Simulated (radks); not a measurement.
Q: These are the eigenvalues of the occupied orbitals of an atom or ion with whole-number occupations (eV). All-electron calculation, scalar-relativistic Kohn-Sham, PBE, spin-unpolarised, spherical densities, finite nucleus; Fermi nuclear charge, rms radius of each element as measured or else 0.836 A^(1/3) + 0.57 fm. Program: a radial shooting solver on a logarithmic mesh with Libxc functionals.

orbital  eigenvalue
1s        -90658.91
2s        -16324.37
2p        -13976.25
3s        -3971.978
3p        -3300.711
3d        -2624.912
4s        -943.4202
4p        -723.3551
4d        -471.3297
5s        -198.6631
4f        -193.8373
5p        -136.8045
5d         -67.4635
6s         -50.9014

Which element is it, and in what charge state? The configuration may be excited.

A: Z = 83, bismuth, charge +4: Bi4+ in [Xe] 4f14 5d10 6s1. The list shows which subshells hold electrons but not how many an open one holds; the 1s level, -3331.7 hartree, gives Z - s = 81.6 by -(Z - s)^2/2, which with screening and relativity narrows Z to a few neighbours, and the depths of the outer levels then fix element, charge and occupations together.
